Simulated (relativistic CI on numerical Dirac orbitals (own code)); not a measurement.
Fe2+ in a cubic cluster: L2,3 absorption with charge transfer

Computed with a charge-transfer multiplet model of a cubic metal-ligand cluster with up to 3 ligand holes, Slater and spin-orbit integrals from Dirac-Coulomb-Breit ions, Slater integrals scaled by 0.8. The ground state mixes d6 with configurations of k ligand holes L, whose averages lie at kΔ + k(k − 1)U_dd/2; a core hole lowers each added d electron by U_cd. 300 K, Lorentzian 0.4 eV and Gaussian 0.3 eV FWHM.

Atomic integrals in eV (Slater integrals scaled, ζ unscaled), ground: F2dd 8.723, F4dd 5.416, zeta_d 0.049; with the core hole: F2dd 9.374, F4dd 5.826, zeta_d 0.067, zeta_core 8.135, F2cd 5.460, G1cd 4.059, G3cd 2.306.

Cluster parameters (eV): Δ = 6.3, U_dd = 7.3, U_cd = 8.2, 10Dq = 0.9, 10Dq(ligand) = 1, final-state hopping factor = 1.

| Case | n_d | d6 | d7L | d8L2 | d9L3 | S |
| --- | --- | --- | --- | --- | --- | --- |
| V(eg) = 0.4 eV, V(t2g) = -0.17 eV | 6.01 | 0.99 | 0.01 | 0.00 | 0.00 | 2.00 |
| V(eg) = 0.7 eV, V(t2g) = -0.3 eV | 6.02 | 0.98 | 0.02 | 0.00 | 0.00 | 2.00 |
| V(eg) = 1 eV, V(t2g) = -0.43 eV | 6.04 | 0.96 | 0.03 | 0.00 | 0.00 | 2.00 |
| V(eg) = 1.3 eV, V(t2g) = -0.56 eV | 6.06 | 0.94 | 0.06 | 0.00 | 0.00 | 2.00 |
| V(eg) = 2.2 eV, V(t2g) = -0.95 eV | 6.14 | 0.86 | 0.13 | 0.00 | 0.00 | 2.00 |

Weights, n_d and S are thermal averages at 300 K. Photon energies count from the first peak over 30 % of the highest in each spectrum, which can be another peak from case to case. The parameters are a model scan and need not match a compound or its usual spin state. Peaks in eV (height, largest 100):
- V(eg) = 0.4 eV, V(t2g) = -0.17 eV: 0.0 (100), 1.0 (64), 2.7 (26), 4.1 (9), 11.5 (13), 12.6 (36), 15.6 (9)
- V(eg) = 0.7 eV, V(t2g) = -0.3 eV: 0.0 (100), 1.1 (64), 2.7 (25), 4.0 (9), 11.5 (13), 12.6 (36), 15.6 (9)
- V(eg) = 1 eV, V(t2g) = -0.43 eV: 0.0 (100), 1.0 (63), 2.6 (25), 11.5 (13), 12.6 (36), 15.5 (9)
- V(eg) = 1.3 eV, V(t2g) = -0.56 eV: 0.0 (100), 1.1 (62), 2.7 (23), 11.5 (13), 12.7 (35), 15.6 (9)
- V(eg) = 2.2 eV, V(t2g) = -0.95 eV: -0.6 (23), 0.0 (31), 1.3 (100), 2.5 (55), 4.0 (19), 5.1 (10), 12.8 (13), 14.0 (32), 16.9 (8)

For the case V(eg) = 1.3 eV, V(t2g) = -0.56 eV, Δ = 6.3 eV is smaller than U_dd = 7.3 eV, the charge-transfer side of the Zaanen-Sawatzky-Allen scheme. With the core hole the configuration with one ligand hole lies at Δ + U_dd − U_cd = 5.4 eV above the one without, against Δ in the ground state. The added d electron screens the hole, so the order of the configurations is kept and charge-transfer satellites are weaker than in photoemission.
